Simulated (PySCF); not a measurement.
Adding and removing an electron: SnB

PBE; basis Sn cc-pVDZ-PP with ECP28, B cc-pVDZ; scalar-relativistic core potentials; PySCF 2.14. Neutral (UKS): quartet (σ ↑, π ↑↑), Re = 2.215 Å, ωe = 525 cm⁻¹, De = 2.99 eV, HOMO -5.07 eV, LUMO -3.79 eV.

SnB⁺ (UKS): triplet (σ ↑, π ↑), Re = 2.426 Å, ωe = 388 cm⁻¹, De = 2.27 eV to Sn⁺ + B. The energies at the minima are -238.95963 hartree for SnB and -238.66662 for SnB⁺.

(1) Work out the adiabatic ionisation energy, without and with harmonic zero-point energies (1 hartree = 27.2114 eV, 1 eV = 8065.5 cm⁻¹), and the change of the bond length.

Spin–orbit coupling is left out, which matters for elements this heavy, above all for dissociation energies. For an ion De counts to the pair picked by the measured ionisation energies or electron affinities, which need not be the lowest pair at this level. States were picked by a PBE0 search and need not be the measured ground states.

## Answers

(1) At PBE: 0.29301 hartree = 7.973 eV between the minima; the zero-point term (388.0 − 525.0)/2 cm⁻¹ = -0.008 eV makes it 7.965 eV. Re changes by +21.1 pm against the neutral. The electron leaves a π orbital, and the longer bond of the ion fits a bonding orbital, or a change in how ionic the bond is.
